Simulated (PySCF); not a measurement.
BFH4NSi, BH8NSi2 (calculated)

Calculation on a computer-drawn molecule: the log of a Hartree-Fock and frozen-core CCSD(T) single point meant for a local Hartree-Fock minimum, with one planted fault or none, to be diagnosed. Offsets are logged minus clean, where the clean run is the same molecule without the fault. The reference is restricted for singlets and unrestricted otherwise, and also for a bond in bohr or an excited solution. Adding or removing an electron swaps singlet and doublet. The excited solution moves the top pair (singlet) or top alpha electron (doublet) to the lowest empty orbital. Highest occupied and lowest empty are orbital energies over both spins, largest force is the largest gradient component, triples share is (T) over the correlation energy, the T1 limit is 0.02 restricted and 0.045 unrestricted, electrons count all cores, a negative frequency is imaginary (commonest isotopes), and the dipole is about the centre of nuclear charge. Program: PySCF 2.14.0.

Common to all runs: meant multiplicity 1; meant basis cc-pV(D+d)Z; logged SCF converged yes; logged CC converged yes; logged SCF stable within its kind yes; possible faults no fault, one electron removed, one electron added, multiplicity raised by two, geometry at a saddle point, SCF held on an excited solution, minimal basis STO-3G, one bond length entered in bohr, all coordinates scaled.

(1) 
```xyz
8
formula=BFH4NSi meant_charge=1 logged_electrons=38 logged_basis_functions=85 logged_spin_squared=2.047 logged_highest_occupied=-11.873 logged_lowest_empty=-8.3771 logged_largest_force=0.086358 logged_T1_diagnostic=0.033038 logged_D1_diagnostic=0.16461 logged_triples_share=0.027084 logged_dipole_magnitude=4.1315 logged_energy_HF=-469.4391 logged_energy_CCSD(T)=-470.00219 planted_fault=multiplicity_raised_by_two HF_energy_offset_from_clean_run=144.3 CCSD(T)_energy_offset_from_clean_run=141.8
B      0.5915     0.1938    -0.2607
N      0.8454     1.4837    -0.9130
Si     1.3176     1.5877    -2.4725
F      1.5677     2.9959    -3.0815
H      0.2532     0.1930     0.8743
H      0.7443    -0.7856    -0.9239
H      0.7199     2.3213    -0.3632
H      1.5231     0.4501    -3.3436
```

Units: logged_highest_occupied, logged_lowest_empty in eV; logged_largest_force in hartree/bohr; logged_dipole_magnitude in debye; logged_energy_HF, logged_energy_CCSD(T) in hartree; HF_energy_offset_from_clean_run, CCSD(T)_energy_offset_from_clean_run in kcal/mol.

Drawn bonds:
| atom | other atom | order |
| --- | --- | --- |
| 1 | 2 | 1 |
| 2 | 3 | 1 |
| 3 | 4 | 1 |
| 1 | 5 | 1 |
| 1 | 6 | 1 |
| 2 | 7 | 1 |
| 3 | 8 | 1 |

(2) 
```xyz
12
formula=BH8NSi2 meant_charge=0 logged_electrons=47 logged_basis_functions=114 logged_spin_squared=0.7572 logged_highest_occupied=-16.548 logged_lowest_empty=-8.5689 logged_largest_force=0.097016 logged_T1_diagnostic=0.017003 logged_D1_diagnostic=0.075215 logged_triples_share=0.02696 logged_dipole_magnitude=3.0027 logged_energy_HF=-661.3578 logged_energy_CCSD(T)=-661.87665 planted_fault=one_electron_removed HF_energy_offset_from_clean_run=225.2 CCSD(T)_energy_offset_from_clean_run=239.8
B     -0.1325     1.1212    -2.4732
N     -0.3723     2.1486    -1.5484
Si    -0.3863     2.0874     0.2053
Si     0.0401    -0.0843     1.0328
H      0.1035     0.0078    -2.0848
H     -0.1633     1.3547    -3.6517
H     -0.5620     3.0510    -1.9476
H     -1.7037     2.5596     0.7004
H      0.6275     3.0316     0.7389
H     -0.9845    -1.0485     0.5693
H     -0.0106    -0.0131     2.5151
H      1.3823    -0.5624     0.6273
```

Units: logged_highest_occupied, logged_lowest_empty in eV; logged_largest_force in hartree/bohr; logged_dipole_magnitude in debye; logged_energy_HF, logged_energy_CCSD(T) in hartree; HF_energy_offset_from_clean_run, CCSD(T)_energy_offset_from_clean_run in kcal/mol.

Drawn bonds:
| atom | other atom | order |
| --- | --- | --- |
| 1 | 2 | 1 |
| 2 | 3 | 1 |
| 3 | 4 | 1 |
| 1 | 5 | 1 |
| 1 | 6 | 1 |
| 2 | 7 | 1 |
| 3 | 8 | 1 |
| 3 | 9 | 1 |
| 4 | 10 | 1 |
| 4 | 11 | 1 |
| 4 | 12 | 1 |
